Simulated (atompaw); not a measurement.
## O: PAW (atompaw) pseudisation with PBE, scalar-relativistic reference atom.

atompaw 4.2.0.5 input, output lines left out:

```
O 8
GGA-PBE scalarrelativistic loggrid 1500 logderivrange -4 5 226
2 2 0 0 0 0
2 1 4
0 0 0
c
v
v
2
1.20 0.85 0.95 0.65
y
0.85
n
y
0.5
n
y
0.15
y
2.4
n
custom polynom gramschmidtortho sinc
bessel
1.20
1.20
1.20
1.20
1.20
1.20
```

All-electron outer shells of the reference configuration (PBE, scalar-relativistic, ld1.x):

| shell | level (eV) | outermost node (bohr) | outermost maximum (bohr) |
| --- | --- | --- | --- |
| 1s | -514.70 | – | 0.13 |
| 2s | -23.96 | 0.28 | 0.87 |
| 2p | -9.03 | – | 0.82 |

Task: Estimate the cutoffs (Ry, on a coarse ladder) from which the occupation-weighted sum of valence levels, in a spherical-Bessel basis at the reference potential, stays within 10 and 1 mRy of its value at 400 Ry.

Result: 45 Ry and 80 Ry.

Task: What does a ghost test show?

Result: No extra level below or beside the all-electron valence levels (s, p, d, f tested).

Task: Is the overlap operator S = 1 + Σ q|β⟩⟨β| positive definite (Bessel basis up to 400 Ry)?

Result: Yes: its lowest eigenvalue is 0.48 (s channel).

Task: Which valence shell sets the plane-wave cutoff?

Result: 2p: its level needs 50 Ry to come within 1 mRy, against 21 Ry for 2s.
